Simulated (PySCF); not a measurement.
Species: CH10N2Si2.
Bonds: N1–C2, C2–Si3, Si3–N4, N4–Si5. Hydrogens: H6, H7 on N1; H8, H9 on C2; H10, H11 on Si3; H12 on N4; H13, H14, H15 on Si5.

Method: PySCF 2.14.0, density-fitted response routines, TDDFT PBE0/def2-SVPD, vertical, gas phase, core orbitals frozen in the response. Geometry: PBE0-D3(BJ)/def2-SVP, one conformer, isolated molecule. Torsions of this conformer, `[NH2:1][CH2:2][SiH2:3][NH:4][SiH3:5]`: N1–C2–Si3–N4 -43°, C2–Si3–N4–Si5 -170°, H–N1–C2–Si3 -73°, H–N1–C2–Si3 169°.

Each state is given a Gaussian of 0.5 eV full width at half maximum, with ε(max) = 2.175×10⁸ f / Δν̃ (Δν̃ the width in cm⁻¹). The width is an assumption, not a result. The curve ends short of the highest state used, and states not computed would add to its high-energy end.

```json
{"λ (nm)": "176.2", "ε (L mol⁻¹ cm⁻¹)": "2968"}
{"λ (nm)": "178.9", "ε (L mol⁻¹ cm⁻¹)": "2448"}
{"λ (nm)": "181.5", "ε (L mol⁻¹ cm⁻¹)": "2206"}
{"λ (nm)": "184.2", "ε (L mol⁻¹ cm⁻¹)": "2318"}
{"λ (nm)": "186.9", "ε (L mol⁻¹ cm⁻¹)": "2568"}
{"λ (nm)": "189.6", "ε (L mol⁻¹ cm⁻¹)": "2635"}
{"λ (nm)": "192.2", "ε (L mol⁻¹ cm⁻¹)": "2397"}
{"λ (nm)": "194.9", "ε (L mol⁻¹ cm⁻¹)": "1932"}
{"λ (nm)": "197.6", "ε (L mol⁻¹ cm⁻¹)": "1447"}
{"λ (nm)": "200.3", "ε (L mol⁻¹ cm⁻¹)": "1087"}
{"λ (nm)": "202.9", "ε (L mol⁻¹ cm⁻¹)": "885"}
{"λ (nm)": "205.6", "ε (L mol⁻¹ cm⁻¹)": "768"}
{"λ (nm)": "208.3", "ε (L mol⁻¹ cm⁻¹)": "677"}
{"λ (nm)": "211.0", "ε (L mol⁻¹ cm⁻¹)": "568"}
{"λ (nm)": "213.6", "ε (L mol⁻¹ cm⁻¹)": "445"}
{"λ (nm)": "216.3", "ε (L mol⁻¹ cm⁻¹)": "316"}
{"λ (nm)": "219.0", "ε (L mol⁻¹ cm⁻¹)": "204"}
{"λ (nm)": "221.7", "ε (L mol⁻¹ cm⁻¹)": "120"}
{"λ (nm)": "224.3", "ε (L mol⁻¹ cm⁻¹)": "67"}
{"λ (nm)": "227.0", "ε (L mol⁻¹ cm⁻¹)": "33"}
{"λ (nm)": "229.7", "ε (L mol⁻¹ cm⁻¹)": "16"}
{"λ (nm)": "232.4", "ε (L mol⁻¹ cm⁻¹)": "7"}
{"λ (nm)": "235.0", "ε (L mol⁻¹ cm⁻¹)": "3"}
{"λ (nm)": "237.7", "ε (L mol⁻¹ cm⁻¹)": "1"}
```

Question: Where are the band maxima, and which computed states make them?

Answer: 189 nm (6.56 eV), ε about 2600, made up of S3 (80%) and S4 (16%) (ε in L mol⁻¹ cm⁻¹; maxima over ε = 5, shares over 10%). At its high-energy end, 7.04 eV, the curve is still rising (ε about 3000, from S5, S6 and S7). The states used: S1 5.97 eV (f 0.010); S2 6.18 eV (f 0.0023); S3 6.53 eV (f 0.040); S4 6.69 eV (f 0.0092); S5 7.09 eV (f 0.012); S6 7.12 eV (f 0.029); S7 7.22 eV (f 0.013); S8 7.46 eV (f 0.0097); S9 7.56 eV (f 0.022); S10 7.64 eV (f 0.031).

Question: On this curve, what absorbance would a 10⁻⁴ mol/L sample give at 193 nm over a 1 cm path?

Answer: 193 nm is 6.424 eV, where ε is about 2300 L mol⁻¹ cm⁻¹, so A = ε c l ≈ 0.23 (Beer–Lambert, with the gas-phase spectrum and the assumed width).

Question: Coming from long wavelengths, where does ε first pass 100 L mol⁻¹ cm⁻¹?

Answer: At about 223 nm (5.57 eV), 0.39 eV below S1.

Question: What would ε be at 6.56 eV, the highest of these maxima, with half the width (0.25 eV)?

Answer: About 4560 L mol⁻¹ cm⁻¹ against 2650, a factor of about 1.7; a lone state at its own centre would give exactly 2.

The vertical ionisation energy (ΔSCF) is 8.81 eV, 1.17 eV above S10.

On one thread of an Arm Neoverse N1, no GPU, shared host with 64 logical CPUs at a one-minute load of 61, this took 3.0 min wall and 0.88 GiB of memory at its peak.

Without π bonds the low states are Rydberg-like; a valence basis with one diffuse set may place them up to an eV too high.
